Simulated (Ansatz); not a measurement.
A structure relaxed at B3LYP/def2-SVP in Ansatz, charge 0, singlet:

```xyz
14

Li    0.608   -0.893   -0.370
Li   -1.326   -2.982   -1.095
Li    0.325    2.046   -0.798
Li   -0.121    4.066    1.286
Li   -2.009   -0.795    0.724
Li   -1.564   -0.039   -1.870
Li    2.630    2.462    0.891
Li    2.832   -0.740    1.245
Li   -2.565    2.004    0.094
Li    2.260   -3.051   -0.819
Li   -4.315   -0.754   -1.038
Li    2.692    0.165   -1.558
Li    0.187    1.034    1.682
Li    0.365   -2.523    1.627
```

Task: Give its formula.

Result: the cluster Li₁₄.

Task: Summarise the bond lengths by kind (pairs closer than 1.2 times the sum of covalent radii, bridged metal pairs left out).

Result: 25 × Li–Li 2.59 to 3.07 Å.

The restricted singlet is unstable towards broken spin symmetry in Hartree–Fock (as tested in another run); at B3LYP/def2-SVP this wasn't settled. Another isomer (singlet) lies 0.04 eV lower at PBE0/def2-TZVP; other spin states weren't run for this one.
